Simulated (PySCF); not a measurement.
PySCF input for C3H7NOSi, SMILES C#C[Si@H](N)OC, HF/pcSseg-1. Geometry: B3LYP-D3(BJ)/def2-SVP. The structure was generated by enumeration; whether it is a known compound was not checked. Other conformers were not sampled.

```python
import numpy as np
from pyscf import gto, scf, dft
from pyscf.prop.nmr import rhf as nmr

mol = gto.M(
    atom='''
    C     2.41702871   -1.08841356    0.41831737
    C     1.43060882   -0.50209170    0.01100087
    Si   -0.09945700    0.33749790   -0.57779651
    N     0.21624447    2.01542344   -0.70420682
    O    -1.30860402    0.00333707    0.52078601
    C    -1.71187507   -1.28817834    0.91132416
    H     3.29320202   -1.60023279    0.77287839
    H    -0.49131927   -0.17891578   -1.91582922
    H     0.66574168    2.50441587    0.06392556
    H    -0.43570777    2.61950139   -1.19488818
    H    -2.50225166   -1.19801625    1.67310245
    H    -0.87553617   -1.86577501    1.34714683
    H    -2.12118488   -1.86850725    0.06212073
    ''',
    basis='pcSseg-1',
    charge=0,
    spin=0,
    max_memory=1600,
    verbose=3,
)
mf = scf.RHF(mol)
mf.conv_tol = 1e-10
mf.max_cycle = 100
mf.kernel()
n = nmr.NMR(mf)
n.verbose = 2
n.max_cycle_cphf = 60
sigma = n.kernel()
print('atom   isotropic/ppm   span/ppm')
for i, s in enumerate(sigma):
    w = np.linalg.eigvalsh((s + s.T) / 2)
    print(f'{mol.atom_symbol(i):2s}{i + 1:3d} {w.mean():14.3f} {w[2] - w[0]:11.3f}')
```

Output:

```
converged SCF energy = -535.884446900618
atom   isotropic/ppm   span/ppm
C   1         86.105     250.972
C   2        103.857     291.618
Si  3        440.835      68.798
N   4        244.299      42.028
O   5        323.806      68.416
C   6        143.952      65.567
H   7         29.146      15.427
H   8         27.707       8.344
H   9         30.515      17.914
H  10         30.574      19.091
H  11         28.060      11.412
H  12         28.211       9.960
H  13         28.433      10.580
```

The run converged.

Cost: around 28 core-seconds (rough).
